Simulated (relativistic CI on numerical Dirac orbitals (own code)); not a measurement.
## Level scheme of Ti2+

These numbers are calculated, not measured: Dirac-Coulomb-Breit CI, KLI orbitals optimised for each configuration, model QED, valence Slater integrals scaled by 0.85, P86 correlation energy added to each configuration (own radial code, finite nucleus).

Configuration list (outside the closed core [Ne] 3s2): 3p⁶3d², 3p⁶3d4s, 3p⁶3d4p, 3p⁶4s², 3p⁶3d5s, 3p⁶3d4d, 3p⁶3d5p, 3p⁶4s4p, 3p⁶3d4f, 3p⁶3d5d, 3p⁶3d5f, 3p⁶3d5g, 3p⁵3d³, 3p⁶4p², 3p⁶4s4d. Levels of other configurations are missing.

The lowest level is 3p⁶3d² ³F2, with 100 % of that term; Hund's rules for 3p⁶3d² give ³F with J = 2, in agreement.

| No. | Configuration | Term | J | E (eV) | % | Next component (%) | jj configuration (%) |
| --- | --- | --- | --- | --- | --- | --- | --- |
| 1 | 3p⁶3d² | ³F | 2 | 0.0000 | 100 |  | 3d3/2^2 (69) |
| 2 | 3p⁶3d² | ³F | 3 | 0.0198 | 100 |  | 3d3/2 3d5/2 (100) |
| 3 | 3p⁶3d² | ³F | 4 | 0.0452 | 100 |  | 3d5/2^2 (79) |
| 4 | 3p⁶3d² | ¹D | 2 | 1.1683 | 99 | 1 ³P | 3d5/2^2 (42) |
| 5 | 3p⁶3d² | ³P | 0 | 1.4173 | 100 |  | 3d3/2^2 (61) |
| 6 | 3p⁶3d² | ³P | 1 | 1.4241 | 100 |  | 3d3/2 3d5/2 (100) |
| 7 | 3p⁶3d² | ³P | 2 | 1.4363 | 99 | 1 ¹D | 3d5/2^2 (51) |
| 8 | 3p⁶3d² | ¹G | 4 | 1.8382 | 100 |  | 3d3/2 3d5/2 (79) |
| 9 | 3p⁶3d² | ¹S | 0 | 4.2793 | 98 | 1 3p⁶3d4d ¹S | 3d5/2^2 (60) |
| 10 | 3p⁶3d4s | ³D | 1 | 4.9376 | 100 |  | 3d3/2 4s (100) |
| 11 | 3p⁶3d4s | ³D | 2 | 4.9528 | 100 |  | 3d3/2 4s (64) |
| 12 | 3p⁶3d4s | ³D | 3 | 4.9781 | 100 |  | 3d5/2 4s (100) |
| 13 | 3p⁶3d4s | ¹D | 2 | 5.4081 | 99 |  | 3d5/2 4s (64) |
| 14 | 3p⁶3d4p | ¹D° | 2 | 9.4586 | 98 | 2 ³F° | 3d5/2 4p3/2 (38) |
| 15 | 3p⁶3d4p | ³D° | 1 | 9.6485 | 100 |  | 3d3/2 4p1/2 (55) |
| 16 | 3p⁶3d4p | ³D° | 2 | 9.6679 | 89 | 10 ³F° | 3d5/2 4p1/2 (45) |
| 17 | 3p⁶3d4p | ³D° | 3 | 9.6971 | 87 | 13 ³F° | 3d5/2 4p3/2 (52) |
| 18 | 3p⁶3d4p | ³F° | 2 | 9.6989 | 88 | 11 ³D° | 3d3/2 4p1/2 (50) |
| 19 | 3p⁶3d4p | ³F° | 3 | 9.7353 | 87 | 13 ³D° | 3d3/2 4p3/2 (61) |
| 20 | 3p⁶3d4p | ³F° | 4 | 9.7821 | 100 |  | 3d5/2 4p3/2 (100) |
| 21 | 3p⁶3d4p | ³P° | 1 | 10.1209 | 99 | 1 ¹P° | 3d3/2 4p3/2 (59) |
| 22 | 3p⁶3d4p | ³P° | 0 | 10.1212 | 100 |  | 3d3/2 4p3/2 (100) |
| 23 | 3p⁶3d4p | ³P° | 2 | 10.1305 | 100 |  | 3d5/2 4p3/2 (47) |
| 24 | 3p⁶3d4p | ¹F° | 3 | 10.4285 | 100 |  | 3d3/2 4p3/2 (39) |
| 25 | 3p⁶3d4p | ¹P° | 1 | 10.4734 | 97 | 1 3p⁶4s4p ¹P° | 3d5/2 4p3/2 (68) |
| 26 | 3p⁶4s² | ¹S | 0 | 13.1040 | 95 | 5 3p⁶4p² ¹S | closed (95) |
| 27 | 3p⁶3d4d | ¹F | 3 | 15.7690 | 97 | 2 ³D | 3d3/2 4d5/2 (28) |
| 28 | 3p⁶3d4d | ³D | 1 | 15.8375 | 97 | 3 ¹P | 3d3/2 4d3/2 (71) |
| 29 | 3p⁶3d4d | ³D | 2 | 15.8501 | 100 |  | 3d3/2 4d5/2 (52) |
| 30 | 3p⁶3d4d | ³D | 3 | 15.8667 | 98 | 2 ¹F | 3d5/2 4d5/2 (72) |
| 31 | 3p⁶3d4d | ³G | 3 | 15.9092 | 99 | 1 ¹F | 3d3/2 4d3/2 (76) |
| 32 | 3p⁶3d4d | ³G | 4 | 15.9276 | 100 |  | 3d3/2 4d5/2 (52) |
| 33 | 3p⁶3d4d | ¹P | 1 | 15.9448 | 96 | 3 ³D | 3d5/2 4d5/2 (57) |
| 34 | 3p⁶3d4d | ³G | 5 | 15.9524 | 100 |  | 3d5/2 4d5/2 (100) |
| 35 | 3p⁶3d4d | ³S | 1 | 16.1064 | 99 | 1 ¹P | 3d5/2 4d5/2 (35) |
| 36 | 3p⁶3d4d | ³F | 2 | 16.4577 | 99 | 1 ¹D | 3d3/2 4d3/2 (74) |
| 37 | 3p⁶3d4d | ³F | 3 | 16.4746 | 100 |  | 3d5/2 4d3/2 (53) |
| 38 | 3p⁶3d4d | ³F | 4 | 16.4939 | 100 |  | 3d5/2 4d5/2 (77) |
| 39 | 3p⁶3d5s | ³D | 1 | 16.5214 | 100 |  | 3d3/2 5s (100) |
| 40 | 3p⁶3d5s | ³D | 2 | 16.5340 | 95 | 4 ¹D | 3d3/2 5s (78) |
| 41 | 3p⁶3d5s | ³D | 3 | 16.5641 | 100 |  | 3d5/2 5s (100) |
| 42 | 3p⁶3d4d | ¹D | 2 | 16.6012 | 52 | 42 3p⁶3d5s ¹D | 3d5/2 5s (41) |
| 43 | 3p⁶3d5s | ¹D | 2 | 16.7227 | 44 | 31 3p⁶3d4d ¹D | 3d5/2 5s (32) |
| 44 | 3p⁶3d4d | ³P | 0 | 16.7230 | 99 | 1 3p⁶3d5d ³P | 3d3/2 4d3/2 (64) |
| 45 | 3p⁶3d4d | ³P | 1 | 16.7299 | 99 | 1 3p⁶3d5d ³P | 3d5/2 4d3/2 (52) |

Energies count from the lowest computed level; ° marks odd parity. Filled j subshells are mostly left out of the jj labels.

The mean weight of the leading LS term, summed over parents, in these 45 levels is 96 %, and that of the leading jj configuration (from the same eigenvectors) 66 %, so LS coupling describes them better.

For a near-neutral ion this model can misplace configurations by up to about 10,000 cm⁻¹ (more where the count of f electrons changes) and terms by 10 to 25 % of their spread. Rates follow the energies as ν³ (E1, M1) or ν⁵ (E2), so they and the lifetimes can be off by large factors. The fine structure of a lone outer electron comes out too small, for d and f at times inverted, and misplaced configurations move strength between like terms. 61 of the 64 excited levels that our extract of the measured tables holds in this range could be paired (the sources list more); they are missed by 831 cm⁻¹ on average and 3026 at most, and levels without a partner can miss by more.

Landé's interval rule says that E(J) − E(J−1) = AJ with one A. For the ground term the intervals give A = 53.3, 51.1 cm⁻¹ for J = 3, 4; the multiplet is regular.
